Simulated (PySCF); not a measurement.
Run record: EPR job, `[c]1cccc2c1C2` [radical].

Method: UKS B3LYP, pcH-1 on C H, non-relativistic, mean-field spin-orbit, GIAO (PySCF 2.14.0). Geometry: GFN2-xTB. A driver script takes a list of jobs; this job's settings line and coordinates (Å) are shown.

Input:
```
{"job": {"kind": "epr", "basis": "pcH-1"}, "charge": 0, "multiplicity": 2}
C     -0.348334    -1.601304     0.178146
C     -1.544066    -0.885209     0.099864
C     -1.534322     0.490173    -0.054773
C     -0.329202     1.219880    -0.138599
C      0.796166     0.479431    -0.057252
C      0.788105    -0.920035     0.099555
C      2.097190    -0.229394     0.020073
H     -2.487358    -1.407260     0.160382
H     -2.473041     1.021366    -0.113044
H     -0.341401     2.293832    -0.259062
H      2.687325    -0.332160    -0.884930
H      2.690138    -0.130006     0.923614
```

Output:
```
UKS, coarse grid
  cycle   1  E = -269.55064459  |g| = 2.39e-01
  cycle   2  E = -269.54707955  |g| = 2.63e-01
  cycle   3  E = -269.58240161  |g| = 7.58e-02
  cycle   4  E = -269.58456343  |g| = 4.93e-02
  cycle   5  E = -269.58590148  |g| = 9.62e-03
  cycle   6  E = -269.58595765  |g| = 5.57e-03
  cycle   7  E = -269.58598125  |g| = 3.01e-03
  cycle   8  E = -269.58598913  |g| = 1.35e-03
  cycle   9  E = -269.58599235  |g| = 4.92e-04
UKS, final grid
  cycle   1  E = -269.58598077  |g| = 4.58e-04
  cycle   2  E = -269.58598092  |g| = 6.77e-04
  cycle   3  E = -269.58598118  |g| = 1.99e-04
  cycle   4  E = -269.58598127  |g| = 2.09e-04
  cycle   5  E = -269.58598136  |g| = 4.69e-05
  cycle   6  E = -269.58598136  |g| = 1.89e-05
E = -269.58598136 Eh   <S^2> = 0.7570 (exact 0.7500)
g shifts (ppm)      1          2          3
  rmc          -170       -170       -170
  gc             20         19        -23
  oz_so        -868        -31       1444
  total       -1018       -181       1251
hyperfine (MHz)  atom isotope    a_iso     a_fc   dipolar eigenvalues
    0   13C     404.57     404.57    -71.05    -56.70    127.75
    1   13C      40.95      40.95    -12.70     -3.51     16.20
    2   13C      17.50      17.50     -5.50     -3.02      8.53
    3   13C     -13.90     -13.90     -6.00      2.44      3.56
    4   13C      33.10      33.10    -18.19    -12.94     31.13
    5   13C      45.19      45.19    -16.64     -2.49     19.13
    6   13C       0.94       0.94     -3.35     -1.46      4.81
    7    1H      36.16      36.16     -6.87     -5.45     12.32
    8    1H       3.30       3.30     -3.29     -1.90      5.19
    9    1H      30.51      30.51     -1.72     -0.02      1.74
   10    1H       5.68       5.68     -2.01     -1.16      3.17
   11    1H       5.68       5.68     -2.01     -1.16      3.17
```

rmc, gc and oz_so are the mass-correction, gauge-correction and orbital-Zeeman/spin–orbit parts of the g shift along its three principal axes; a_iso is the isotropic hyperfine coupling and a_fc its Fermi-contact part. The program numbers atoms from 0.

Q: How far is ⟨S²⟩ from the pure-spin value?

A: S = 0.5 gives S(S+1) = 0.75; the run has 0.7570, 0.0070 more.

In short: ⟨S²⟩ 0.757; g_iso 2.0023.

Isolated species at its GFN2-xTB geometry, gas phase.

Q: How long does this job take on Arm Neoverse V1, one thread, shared host?

A: About 41 s.
Labels such as C1 count atoms from 1, the log's own numbers from 0.
